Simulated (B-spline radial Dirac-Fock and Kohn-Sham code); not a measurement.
Level of theory: the Dirac equation of a negative muon with reduced mass in the field of a spherical finite nucleus, with the Uehling potential to all orders; nuclear polarisation, deformation, hyperfine structure, self-energy, higher-order vacuum polarisation, relativistic recoil and electron screening are left out; a radial finite-basis atomic code. The nuclear charge is a Fermi distribution (skin thickness 2.3 fm).

Task: A muonic atom of atomic mass 107.91 u emits these computed lines: 2p3/2 → 1s1/2 3491 keV, 3d5/2 → 2p3/2 982.9 keV, 4f7/2 → 3d5/2 345.2 keV, 5g9/2 → 4f7/2 159.2 keV. Which element is it, and what rms charge radius was used?

Result: Tin (Z = 50, nuclide ¹⁰⁸Sn); the high transitions hardly feel the nucleus and fix Z. The 2p → 1s line lies 2014 keV below the value for a point nucleus without QED, which for this nuclear model gives a radius near 4.56 fm (4.5605 fm was used).
